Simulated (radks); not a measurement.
Problem. The mean radii <r> (bohr) of the occupied orbitals of an atom or ion are listed with their occupations. Method: Dirac Kohn-Sham, LDA (Slater exchange, Perdew-Wang correlation), spin-unpolarised, spherical densities, finite nucleus; Fermi nuclear charge, rms radius of each element as measured or else 0.836 A^(1/3) + 0.57 fm; computed with a radial shooting solver on a logarithmic mesh with Libxc functionals.

| orbital | occ. | <r> |
|---|---|---|
| 1s1/2 | 1 | 0.7951 |

Name the element and its charge. Open shells, if any, fill j = l - 1/2 first.

Solution. Z = 2, helium, charge +1: He+ in 1s1. The 1s radius gives Z: for a bare nucleus <r> = (2 gamma + 1)/(2Z) with gamma = sqrt(1 - (Z/c)^2), 0.7499 bohr for Z = 2, and the self-interaction of the functional makes it slightly larger (0.7951 here). The occupations add up to 1, and the charge is Z minus that.
